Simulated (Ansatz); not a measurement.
`CBCF` + `N[SiH3]` → `CBN[SiH3]` + `CF` at 600 K and 1 bar (ligand exchange at a B–C bond).

Gas-phase electronic energies from Ansatz, PBE0-D4/def2-TZVP geometries. CCSD(T)/CBS adds triple-zeta CCSD(T) − MP2 to the extrapolated MP2 energy (def2 sets, frozen cores). This one scheme is used for every species. Each species was taken in one conformer, which may not be the lowest.

```
    species  CCSD(T)/CBS energy (Eh)  H − E (kJ/mol)  S (J/(mol·K))
     `CBCF`               -204.28650           255.6          384.9
  `N[SiH3]`               -346.80422           170.6          320.8
`CBN[SiH3]`               -411.50704           302.9          425.3
       `CF`               -139.63461           127.6          254.6
```

H − E and S are ideal-gas, rigid-rotor, harmonic terms from PBE0-D4/def2-TZVP, for one conformer and one mirror image of each species. 1 Eh = 2625.50 kJ/mol, R = 8.31446 J/(mol·K).

Q: By hand: ΔE, ΔH, ΔS and ΔG.

A: ΔE = (-411.50704) + (-139.63461) − (-204.28650) − (-346.80422) = -0.05093 Eh = -133.7 kJ/mol. Δ(H − E) = 302.9 + 127.6 − 255.6 − 170.6 = 4.3, so ΔH = -129.4 kJ/mol. ΔS = 425.3 + 254.6 − 384.9 − 320.8 = -25.8 J/(mol·K). ΔG = -129.4 − 600 × (-25.8)/1000 = -113.9 kJ/mol.

Q: By hand: the equilibrium constant, and the temperature at which ΔG would vanish if ΔH and ΔS stayed fixed.

A: log₁₀ K = −ΔG/(RT ln 10) = 9.9. ΔG = 0 at ΔH/ΔS = 5016 K, far beyond where these terms or the molecules hold.

ΔH outweighs TΔS. A doubt of 5 kJ/mol in ΔE shifts log₁₀ K by 0.4 here. Other conformers and mirror images would add mixing entropy, several J/(mol·K) or more a flexible species. These are equilibria of isolated gas molecules and say nothing of rates. Largest T1 diagnostic: 0.012 (customary marks: 0.02 for closed shells, 0.045 for open ones).
